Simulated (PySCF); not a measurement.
C3H2F3, SMILES FC(F)(C=[CH])F, multiplicity 2.

The structure is a stationary point at PBE0-D3(BJ)/def2-SVP. The isomer is the one that the SMILES or the coordinates give; other isomers of the formula were not compared.

The numbers are results of PySCF with PBE/def2-TZVP, not measurements.

Problem. Estimate the frontier levels, dipole moment and polarisability. (An estimate is asked for; the answer gives what the named calculation found.)

Solution. 
```json
{
 "α spin, highest occupied and lowest empty level": "-6.31 and -1.94 eV",
 "β spin, highest occupied and lowest empty level": "-7.56 and -3.86 eV",
 "dipole_moment": "2.39 D",
 "quadrupole, principal values (traceless, Buckingham form, about the centre of nuclear charge)": "-4.37, -1.54, 5.92 D·Å",
 "mean_static_polarisability": "37.9 bohr³ (5.61 Å³)",
 "polarisability_principal_values": "29.6, 34.1, 49.9 bohr³",
 "⟨S²⟩": "0.759 (pure state 0.75)"
}
```
